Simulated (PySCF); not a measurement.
Mapped SMILES: `[CH3:1][NH:2][SiH:3]1[CH2:4][CH2:5][CH2:6]1`. Hydrogens are named by the atom that carries them. Ha(C4), Ha(C5), Ha(C6) are cis to N2 on the ring; Hb(C4), Hb(C5), Hb(C6) are trans to N2 on the ring.

Geometry: GFN2-xTB; GIAO absolute shieldings from PySCF 2.14, gas phase, non-relativistic, averaged over equivalent atoms.

At HF/pcseg-1 (143 basis functions, 6 s wall time on 1 thread of an Arm Neoverse V1, shared host):
```json
{"atoms": "C1", "σ (ppm)": "172.8"}
{"atoms": "C5", "σ (ppm)": "186.3"}
{"atoms": "C4/C6", "σ (ppm)": "187.4"}
{"atoms": "N2", "σ (ppm)": "262.8"}
{"atoms": "Si3", "σ (ppm)": "389.6"}
{"atoms": "H(Si3)", "σ (ppm)": "27.49"}
{"atoms": "H(C1)", "σ (ppm)": "29.70"}
{"atoms": "Ha(C5)", "σ (ppm)": "30.33"}
{"atoms": "Hb(C5)", "σ (ppm)": "30.54"}
{"atoms": "Ha(C4)/Ha(C6)", "σ (ppm)": "31.07"}
{"atoms": "Hb(C4)/Hb(C6)", "σ (ppm)": "31.34"}
{"atoms": "H(N2)", "σ (ppm)": "32.48"}
```

Estimate the result of repeating the calculation with PBE0/pcSseg-1.

Answers


```json
{"atoms": "C1", "σ at PBE0/pcSseg-1": "156.6", "change": "-16.2"}
{"atoms": "C5", "σ at PBE0/pcSseg-1": "169.0", "change": "-17.3"}
{"atoms": "C4/C6", "σ at PBE0/pcSseg-1": "170.9", "change": "-16.5"}
{"atoms": "N2", "σ at PBE0/pcSseg-1": "241.2", "change": "-21.6"}
{"atoms": "Si3", "σ at PBE0/pcSseg-1": "356.3", "change": "-33.3"}
{"atoms": "H(Si3)", "σ at PBE0/pcSseg-1": "26.11", "change": "-1.38"}
{"atoms": "H(C1)", "σ at PBE0/pcSseg-1": "28.99", "change": "-0.71"}
{"atoms": "Ha(C5)", "σ at PBE0/pcSseg-1": "29.52", "change": "-0.81"}
{"atoms": "Hb(C5)", "σ at PBE0/pcSseg-1": "29.60", "change": "-0.94"}
{"atoms": "Ha(C4)/Ha(C6)", "σ at PBE0/pcSseg-1": "30.29", "change": "-0.78"}
{"atoms": "Hb(C4)/Hb(C6)", "σ at PBE0/pcSseg-1": "30.44", "change": "-0.90"}
{"atoms": "H(N2)", "σ at PBE0/pcSseg-1": "31.66", "change": "-0.82"}
```

The largest change is at Si3 (silicon bonded to 2 C, N, H, in a 4-membered ring). Cost: 164 basis functions, 19 s wall time on 1 thread of an Arm Neoverse V1, shared host. The order of the carbon signals is the same at both levels.
